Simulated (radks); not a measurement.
The mean radii <r> (bohr) of the occupied orbitals of an atom or ion are listed with their occupations. All-electron calculation, scalar-relativistic Kohn-Sham, PBE, spin-polarised, spherical densities, finite nucleus; Fermi nuclear charge, rms radius of each element as measured or else 0.836 A^(1/3) + 0.57 fm. Program: a radial shooting solver on a logarithmic mesh with Libxc functionals.

| orbital | occ. | <r> |
|---|---|---|
| 1s down | 1 | 0.02363 |
| 1s up | 1 | 0.02363 |
| 2s up | 1 | 0.1010 |
| 2s down | 1 | 0.1010 |
| 2p up | 3 | 0.08881 |
| 2p down | 3 | 0.08880 |
| 3s up | 1 | 0.2664 |
| 3s down | 1 | 0.2663 |
| 3p up | 3 | 0.2646 |
| 3p down | 3 | 0.2645 |
| 3d up | 5 | 0.2419 |
| 3d down | 5 | 0.2417 |
| 4s up | 1 | 0.6049 |
| 4s down | 1 | 0.6048 |
| 4p up | 3 | 0.6393 |
| 4p down | 3 | 0.6392 |
| 4d up | 5 | 0.6975 |
| 4d down | 5 | 0.6978 |
| 5s up | 1 | 1.396 |
| 5s down | 1 | 1.403 |
| 5p up | 3 | 1.578 |
| 5p down | 3 | 1.586 |
| 4f up | 2 | 0.8981 |
| 6f up | 1 | 7.263 |

Name the element and its charge. Open shells, if any, are filled with parallel spins first.

Answer. Z = 60, neodymium, charge +3: Nd3+ in [Xe] 4f2 6f1. The 1s radius gives Z: for a bare nucleus <r> = (2 gamma + 1)/(2Z) with gamma = sqrt(1 - (Z/c)^2), 0.02332 bohr for Z = 60, and screening makes it slightly larger (0.02363 here). The occupations add up to 57, and the charge is Z minus that.
